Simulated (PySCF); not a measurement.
Stretching BrCl

Set-up: PySCF, no relativity, basis sets Br 6-31G(d,p), Cl 6-31G(d,p). Energies in eV from Br + Cl in their ground configurations at the same level. State: ¹Σ⁺ (singlet), closed shell.

Curves on a restricted Hartree–Fock reference rise too fast on stretching and do not dissociate correctly.

```csv
R (Å),PBE,RHF-SCS-MP2,RHF-CCSD(T)
1.854,-1.028,-0.265,
1.940,-1.806,-1.059,-1.041
2.027,-2.245,-1.499,-1.493
2.091,-2.414,-1.663,-1.669
2.156,-2.485,-1.724,-1.743
2.221,-2.481,-1.710,-1.743
2.307,-2.392,-1.607,-1.664
2.415,-2.197,-1.395,-1.488
2.544,-1.895,-1.081,-1.228
2.717,-1.458,-0.641,
```

Question: Put a parabola through the three lowest points of the PBE curve and estimate Re, k and ωe (reduced mass 24.23 u; 1 eV/Å² = 0.16022 mdyn/Å; ωe = 1302.8·√(k/μ) cm⁻¹).

Answer: Through R = 2.091, 2.156, 2.221 Å the second-order coefficient is 8.88 eV/Å², so Re ≈ 2.185 Å, k ≈ 2.84 mdyn/Å and ωe ≈ 446 cm⁻¹. A polynomial fit of higher order to the unrounded PBE energies gives Re = 2.183 Å, k = 2.49 mdyn/Å, ωe = 418 cm⁻¹; anharmonicity and rounding make the difference.

The higher-order fit for each curve: PBE: Re = 2.183 Å, ωe = 418 cm⁻¹, De = 2.49 eV; RHF-SCS-MP2: Re = 2.173 Å, ωe = 432 cm⁻¹, De = 1.73 eV; RHF-CCSD(T): Re = 2.188 Å, ωe = 410 cm⁻¹, De = 1.75 eV.

Correlated steps freeze 14 core orbitals. Correlated levels converge slowly with the basis: in double zeta they bind strong bonds too weakly, by up to about 1 eV, and carry superposition errors of some tenths. Where the molecule has an RHF reference, its open-shell atoms are computed with UHF.
